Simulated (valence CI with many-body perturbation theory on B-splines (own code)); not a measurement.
Values are calculated unless marked as measured or tabulated.
# Cs⁵⁰⁺: magnetic and hyperfine properties of the levels

Level of theory: configuration interaction combined with many-body perturbation theory (CI+MBPT): three valence electrons over a frozen Dirac-Fock core [He], radial functions for each j: 11 s, 11 p, 9 d, 7 f, 5 g, 2 h, 1 i, with the one-electron correlation potential Σ1 (screened to all orders), the two-electron term Σ2, the three-electron term Σ3, Breit, model QED; selected single and double excitations, second order for the rest (own B-spline code, finite nucleus).

No measured spectrum was set against this ion. As an estimate, large intervals hold to a few tenths of a per cent, small ones and those within an open d or f shell to about a per cent.

A/g_I is the dipole constant over the nuclear g factor μ/I (μ in nuclear magnetons, uniformly magnetised nucleus), B/Q the quadrupole constant per barn. Both hold the static response of the core; the bare values leave it out. Large factors of s and p1/2 electrons are usually good to 5 to 10 %; those of open d and f shells near neutrality can be off by tens of per cent, and small factors of p3/2, d and f electrons come from cancelling terms and can be off by a factor of two or in sign, in half-filled shells by more. B is blank for J = 1/2, where it vanishes, and for nearly pure S terms. Energies count from the lowest level.

Levels are named by their leading jj configuration (3d3/2^4 stands for four electrons in 3d with j = 3/2), which in mixed levels can hold well under half, so a name can repeat and another be missing. Letters in brackets count levels of one name in rising energy.

```tsv
Level	E (× 10³ cm⁻¹)	g	A/g_I (MHz)	A/g_I bare	B/Q (MHz/b)	B/Q bare
(2s^2 2p1/2) J=1/2	0.00	0.640	2200000	2190000		
(2s 2p1/2^2) J=1/2	1355.3	2.163	6610000	6530000		
(2s^2 2p3/2) J=3/2	3132.7	1.314	329000	337000	629000	630000
(2s 2p1/2 2p3/2) J=3/2 [a]	4078.0	1.654	1710000	1700000	497000	498000
(2s 2p1/2 2p3/2) J=5/2	4338.3	1.348	1980000	1970000	433000	434000
(2s 2p1/2 2p3/2) J=1/2	4750.8	1.222	-2230000	-2180000		
(2s 2p1/2 2p3/2) J=3/2 [b]	4750.9	0.966	23200	39200	389000	389000
(2p1/2^2 2p3/2) J=3/2	6198.2	1.355	294000	312000	583000	584000
(2s 2p3/2^2) J=5/2	7356.8	1.410	1640000	1630000	193000	193000
(2s 2p3/2^2) J=1/2	7964.8	1.887	6810000	6720000		
(2s 2p3/2^2) J=3/2	7973.1	1.189	-960000	-927000	-135000	-135000
(2p1/2 2p3/2^2) J=3/2	9068.1	1.438	-64400	-41100	72900	73000
(2p1/2 2p3/2^2) J=5/2	9228.7	1.179	690000	699000	-2520	-2530
(2p1/2 2p3/2^2) J=1/2	9544.8	0.640	2210000	2190000		
(2p3/2^3) J=3/2	12468	1.285	321000	336000	-654000	-655000
(2s^2 3s) J=1/2	43549	1.992	2000000	1980000		
(2s^2 3p1/2) J=1/2	44017	0.669	650000	645000		
(2s 2p1/2 3s) J=1/2 [a]	44466	2.383	3850000	3800000		
(2s 2p1/2 3s) J=3/2	44605	1.547	3420000	3380000	-72300	-72500
(2s 2p1/2 3s) J=1/2 [b]	44787	0.736	3450000	3410000		
(2s 2p1/2 3p1/2) J=1/2 [a]	44862	0.264	-423000	-410000		
(2s^2 3p3/2) J=3/2	44968	1.347	334000	334000	154000	154000
(2s 2p1/2 3p1/2) J=3/2	45020	1.113	3130000	3090000	-90000	-90200
(2s 2p1/2 3p1/2) J=1/2 [b]	45256	1.989	6830000	6750000		
(2s^2 3d3/2) J=3/2	45307	0.805	145000	144000	25700	26000
(2s^2 3d5/2) J=5/2	45558	1.194	46000	45800	49600	50100
(2s 2p1/2 3p3/2) J=3/2 [a]	45857	1.403	358000	358000	178000	178000
(2s 2p1/2 3p3/2) J=1/2	45940	1.484	-1270000	-1250000		
(2s 2p1/2 3p3/2) J=5/2	46039	1.337	1830000	1810000	78600	78700
(2s 2p1/2 3p3/2) J=3/2 [b]	46062	1.246	1010000	1000000	115000	115000
(2s 2p1/2 3d3/2) J=3/2 [a]	46125	0.557	-603000	-593000	43100	43500
(2s 2p1/2 3d3/2) J=5/2	46296	1.033	1660000	1640000	-44700	-44500
(2p1/2^2 3s) J=1/2	46304	1.813	380000	380000		
(2s 2p1/2 3d3/2) J=1/2	46362	0.465	-1970000	-1940000		
(2s 2p1/2 3d3/2) J=3/2 [b]	46416	1.222	1690000	1670000	69800	70000
(2s 2p1/2 3d5/2) J=5/2 [a]	46466	1.331	593000	585000	36600	37000
(2p1/2^2 3p1/2) J=1/2	46614	0.596	-273000	-268000		
(2s 2p1/2 3d5/2) J=7/2	46624	1.241	1300000	1290000	-68100	-67800
(2s 2p1/2 3d5/2) J=5/2 [b]	46709	1.054	150000	150000	117000	118000
(2s 2p1/2 3d5/2) J=3/2	46710	1.069	-1530000	-1520000	10900	11100
```

(1) Take the isotope of mass number 133, with I = 7/2, μ = 2.5778 μN and Q = -0.0034 b. What is the hyperfine structure of (2s 2p1/2 2p3/2) J=1/2?

Results:

(1) From the table A = -1640000 MHz. Shifts from the centre of gravity in MHz: F = 3: 3690000, F = 4: -2870000.
